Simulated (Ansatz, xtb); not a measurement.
**C4H5ClOS: which of two isomers lies lower**

Structure a is `C=C(Cl)C(=O)CS`, a singlet and structure b is `CCSC(Cl)=C=O`, a singlet. Both are isolated molecules in the gas phase, relaxed with PBE-D3(BJ)/def2-SVP, each in the lowest conformer that the search found.

**Question.** Which of the two would you expect CCSD(T)/def2-SVP + ΔMP2/def2-TZVPP electronic energies to favour?

**Answer.** Structure a; the calculation gives E(b) − E(a) = +9.3 kcal/mol.

The same difference at several levels:

```csv
level,geometry,E(b) − E(a) (kcal/mol),departure from the last row (kcal/mol),"job, with rough time for the two"
GFN2-xTB,GFN2-xTB,+0.5,−8.8,"optimisation, 0.26 s"
HF/STO-3G,GFN2-xTB,−4.7,−14.0,"single point, 0.38 s"
r2SCAN-D4/def2-SVP,GFN2-xTB,+7.3,−2.0,"single point, 3.8 s"
PBE-D3(BJ)/def2-SVP,PBE-D3(BJ)/def2-SVP,+4.3,−5.0,"optimisation, 31 s"
HF/def2-SVP,PBE-D3(BJ)/def2-SVP,+13.8,+4.5,part of the CCSD(T) run
MP2/def2-SVP,PBE-D3(BJ)/def2-SVP,+6.8,−2.5,part of the CCSD(T) run
CCSD(T)/def2-SVP,PBE-D3(BJ)/def2-SVP,+10.3,+1.0,single point
CCSD(T)/def2-SVP + ΔMP2/def2-TZVPP,PBE-D3(BJ)/def2-SVP,+9.3,,"single point, 56 s"
```

As drawn, b has 1 C–S, 1 C–H in place of 1 C–C, 1 S–H.

HF/STO-3G puts the two in the other order. The largest departure from CCSD(T)/def2-SVP + ΔMP2/def2-TZVPP is that of HF/STO-3G, 14.0 kcal/mol. The last row adds to CCSD(T) the change of the MP2 difference between the two basis sets, here −1.0 kcal/mol.

With thermal terms from frequencies at re-optimised GFN2-xTB minima (ideal gas, soft modes damped towards free rotors, one conformer each, 298.15 K, 1 atm): on the last row, ΔE + ΔZPE = +11.2, ΔH = +11.6, ΔG = +10.5 kcal/mol.

The correlated steps freeze 15 core orbitals. Programs: Ansatz 0.2.0, xtb 6.7.1; the last row on 4 threads of Arm Neoverse V1 on a shared host.
